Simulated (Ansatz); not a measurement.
One change: `C/C=C\C=O` becomes `C/C=C\BCl`.

Ansatz, PBE0-D4/def2-TZVP geometries, multiplicity 1. Each molecule was computed in one conformer, which needn't be the lowest.

```csv
property,`C/C=C\C=O`
HOMO–LUMO gap (PBE0/def2-TZVPP) / eV,5.63
HOMO energy (B3LYP/def2-TZVPP) / eV,-7.08
HOMO–LUMO gap (PBE/def2-TZVPP) / eV,2.97
HOMO–LUMO gap (B3LYP/def2-TZVPP) / eV,5.17
HOMO energy (PBE/def2-TZVPP) / eV,-5.65
size of the dipole moment (PBE/def2-TZVPP) / D,3.89
```

**Question.** What does the change do to each property? (An estimate is asked.)

**Answer.** Ansatz gave: 
| property | `C/C=C\BCl` | shift |
| --- | --- | --- |
| HOMO–LUMO gap (PBE0/def2-TZVPP) / eV | 6.04 | 0.41 |
| HOMO energy (B3LYP/def2-TZVPP) / eV | -7.72 | -0.64 |
| HOMO–LUMO gap (PBE/def2-TZVPP) / eV | 4.02 | 1.05 |
| HOMO–LUMO gap (B3LYP/def2-TZVPP) / eV | 5.63 | 0.46 |
| HOMO energy (PBE/def2-TZVPP) / eV | -6.85 | -1.20 |
| size of the dipole moment (PBE/def2-TZVPP) / D | 2.56 | -1.33 |

With PBE0 the HOMO falls by 0.65 eV and the LUMO falls by 0.24 eV, so the gap widens by about 0.41 eV. PBE moves the HOMO by -1.20 eV and ωB97M-V by -0.35 eV. Dipoles are sizes alone; their direction can turn.

Positive LUMOs are unbound, so they and the gaps depend on the basis.

B3LYP here is the variant with VWN-RPA as its local correlation; programs differ in this.
